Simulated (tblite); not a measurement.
Compound: C6H9NOSi.
Numbering: `[H]/[N:5]=[C:4](\[C:2]([CH3:1])=[O:3])[CH2:6][C:7]#[C:8][SiH3:9]` (hydrogens: H10, H11, H12 on C1; H13 on N5; H14, H15 on C6; H16, H17, H18 on Si9)

Computed with GFN2-xTB (tblite), gas phase: L-BFGS steps from a force-field or distance-geometry start until the largest atomic force falls under 0.01 eV/Å.

The end geometry, which sets the zero of energy:
```
atom  x, y, z in Å
C1      1.6657    1.2233    0.6938
C2      1.9970    0.0127   -0.1280
O3      2.8152    0.0167   -1.0182
C4      1.2854   -1.2874    0.2017
N5      1.6350   -2.3747   -0.3288
C6      0.1285   -1.2847    1.1619
C7     -0.9788   -0.5304    0.6007
C8     -1.8815    0.0987    0.1094
Si9    -3.2692    1.0721   -0.6247
H10     2.2156    2.0830    0.3190
H11     0.5956    1.4177    0.6508
H12     1.9402    1.0477    1.7330
H13     2.4104   -2.2765   -0.9867
H14     0.4226   -0.8439    2.1186
H15    -0.1808   -2.3199    1.3246
H16    -3.7657    0.3591   -1.8011
H17    -4.3108    1.2070    0.3961
H18    -2.7331    2.3857   -0.9937
```

Question: These geometries come from the run, each turned onto the end geometry. Order them by energy, lowest first.
A.
```
atom  x, y, z in Å
C1      1.8425    1.2040    0.7430
C2      2.0613   -0.0103   -0.1109
O3      2.8793   -0.0471   -1.0007
C4      1.2711   -1.2759    0.1822
N5      1.6291   -2.3495   -0.3652
C6      0.1042   -1.2356    1.1325
C7     -1.0216   -0.4915    0.5674
C8     -1.9574    0.1124    0.1000
Si9    -3.4150    1.0163   -0.6321
H10     2.5692    1.9691    0.4811
H11     0.8405    1.5985    0.5803
H12     1.9601    0.9544    1.7957
H13     2.4272   -2.1997   -0.9931
H14     0.4226   -0.7790    2.0759
H15    -0.2102   -2.2598    1.3532
H16    -3.9331    0.2947   -1.7991
H17    -4.4828    1.1439    0.3658
H18    -2.9956    2.3611   -1.0476
```
B.
```
atom  x, y, z in Å
C1      1.8268    1.2177    0.7467
C2      2.0671    0.0104   -0.1145
O3      2.8786   -0.0172   -1.0101
C4      1.2769   -1.2525    0.1836
N5      1.5862   -2.3511   -0.3483
C6      0.1029   -1.2148    1.1221
C7     -1.0030   -0.4674    0.5476
C8     -1.9400    0.1285    0.0803
Si9    -3.3962    1.0149   -0.6321
H10     2.5277    2.0069    0.4794
H11     0.8052    1.5674    0.5965
H12     1.9536    0.9577    1.7970
H13     2.3775   -2.2918   -0.9916
H14     0.3855   -0.7658    2.0776
H15    -0.2180   -2.2450    1.2977
H16    -3.8776    0.2518   -1.7845
H17    -4.4230    1.1063    0.4094
H18    -2.9390    2.3500   -1.0285
```
C.
```
atom  x, y, z in Å
C1      1.7263    1.2155    0.7179
C2      2.0341    0.0049   -0.1129
O3      2.8673   -0.0069   -0.9892
C4      1.2801   -1.2760    0.1927
N5      1.5973   -2.3651   -0.3538
C6      0.1196   -1.2544    1.1477
C7     -0.9795   -0.4892    0.5822
C8     -1.8825    0.1477    0.1008
Si9    -3.3170    1.0551   -0.6317
H10     2.3041    2.0622    0.3547
H11     0.6617    1.4416    0.6795
H12     1.9918    1.0183    1.7558
H13     2.3752   -2.2779   -1.0099
H14     0.4122   -0.8169    2.1062
H15    -0.2058   -2.2853    1.3100
H16    -3.7787    0.2837   -1.7856
H17    -4.3561    1.1605    0.3953
H18    -2.8589    2.3885   -1.0313
```
D.
```
atom  x, y, z in Å
C1      1.8433    1.2017    0.7475
C2      2.0570   -0.0040   -0.1114
O3      2.8908   -0.0542   -1.0114
C4      1.2742   -1.2743    0.1842
N5      1.6345   -2.3924   -0.3770
C6      0.1010   -1.2364    1.1377
C7     -1.0275   -0.4937    0.5643
C8     -1.9519    0.1087    0.1050
Si9    -3.4121    1.0143   -0.6359
H10     2.5660    1.9685    0.4858
H11     0.8360    1.6128    0.5710
H12     1.9708    0.9549    1.8050
H13     2.4337   -2.1771   -0.9932
H14     0.4300   -0.7897    2.0838
H15    -0.2059   -2.2547    1.3668
H16    -3.9451    0.2961   -1.8100
H17    -4.5020    1.1506    0.3705
H18    -3.0014    2.3749   -1.0544
```
E.
```
atom  x, y, z in Å
C1      1.7837    1.2061    0.7437
C2      2.0548    0.0047   -0.1115
O3      2.8684   -0.0053   -1.0056
C4      1.2800   -1.2628    0.1880
N5      1.5789   -2.3602   -0.3522
C6      0.1175   -1.2178    1.1380
C7     -0.9760   -0.4520    0.5639
C8     -1.8858    0.1593    0.0627
Si9    -3.3578    1.0294   -0.6411
H10     2.4370    2.0213    0.4440
H11     0.7426    1.5029    0.6279
H12     1.9575    0.9676    1.7913
H13     2.3622   -2.2980   -1.0042
H14     0.4124   -0.7804    2.0953
H15    -0.2178   -2.2442    1.3036
H16    -3.8522    0.2618   -1.7857
H17    -4.3705    1.0978    0.4165
H18    -2.9436    2.3761   -1.0464
```

Answer: C (0.003 eV), E (0.009 eV), B (0.015 eV), A (0.054 eV), D (0.176 eV).

In the order of the answer:

| step | E above end (eV) | largest force (eV/Å) | rms force component (eV/Å) | rms distance from end (Å) | rms bond change (Å) | bond most changed (Å) |
| --- | --- | --- | --- | --- | --- | --- |
| 50 | 0.003 | 0.05 | 0.014 | 0.063 | 0.001 | C8–Si9 +0.002 |
| 32 | 0.009 | 0.04 | 0.013 | 0.120 | 0.001 | C2–C4 -0.003 |
| 20 | 0.015 | 0.06 | 0.019 | 0.150 | 0.001 | C1–C2 +0.002 |
| 5 | 0.054 | 0.30 | 0.076 | 0.170 | 0.005 | C8–Si9 +0.018 |
| 0 | 0.176 | 2.78 | 0.626 | 0.174 | 0.016 | C4=N5 +0.043 |

What follows is the cost of the whole relaxation. On an Arm Neoverse V2 with one thread (shared host), this took 0.54 s.
